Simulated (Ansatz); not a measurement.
C7H7O3S, that is tosylate with one electron fewer, relaxed as a doublet with UKS PBE-D4/def2-SVP in Ansatz, starting from the PBE-D4/def2-SVP geometry of the charge -1 singlet. Force threshold 0.03 eV/Å.

Start:

Cartesian coordinates in Å:
```
C 1.7268 0.7981 -2.3177
C 0.8492 0.3876 -1.1588
C -0.3136 1.1176 -0.8322
C -1.1082 0.7628 0.2670
C -0.7613 -0.3411 1.0619
S -1.8496 -0.8660 2.4412
O -0.9076 -1.5028 3.4210
O -2.4801 0.4130 2.9095
O -2.7939 -1.8201 1.7706
C 0.3963 -1.0739 0.7552
C 1.1869 -0.7152 -0.3455
H 2.2483 -0.0732 -2.7653
H 1.1409 1.2925 -3.1201
H 2.5161 1.5191 -2.0052
H -0.5967 1.9837 -1.4562
H -2.0053 1.3367 0.5472
H 0.6592 -1.9184 1.4113
H 2.0926 -1.3005 -0.5836
```

```csv
step,energy (eV),largest force component (eV/Å),SCF passes
1,-24313.0121,2.222,59
2,-24313.1085,1.305,37
3,-24313.1501,0.191,38
4,-24313.1531,0.191,35
5,-24313.1583,0.204,35
6,-24313.1603,0.122,30
7,-24313.1617,0.062,33
8,-24313.1623,0.077,34
9,-24313.1627,0.056,30
10,-24313.1632,0.031,29
11,-24313.1636,0.056,29
12,-24313.1641,0.113,28
13,-24313.1645,0.101,28
14,-24313.1651,0.039,29
15,-24313.1654,0.020,27
```

Force components are those of the run's own axes.

End:

```xyz
18

C     1.7247    0.7921   -2.3106
C     0.8457    0.3907   -1.1569
C    -0.2945    1.1521   -0.8170
C    -1.0989    0.8065    0.2741
C    -0.7582   -0.3211    1.0371
S    -1.8120   -0.8110    2.3922
O    -0.9145   -1.3711    3.4765
O    -2.6341    0.3628    2.7835
O    -2.6255   -2.0093    1.9344
C     0.3699   -1.1001    0.7284
C     1.1607   -0.7374   -0.3657
H     2.2266   -0.0829   -2.7680
H     1.1519    1.3205   -3.0976
H     2.5247    1.4850   -1.9697
H    -0.5557    2.0344   -1.4220
H    -1.9809    1.4029    0.5481
H     0.6234   -1.9720    1.3485
H     2.0468   -1.3420   -0.6150
```

By distances, no bond broke or formed. The bond that changes most is C5–S6, from 1.83 to 1.79 Å (atoms count from 1).

No frequencies were taken in this run, so the end may be a saddle point.

Hardware: 4 threads of Arm Neoverse V1 on a shared host. Wall time 63 s.
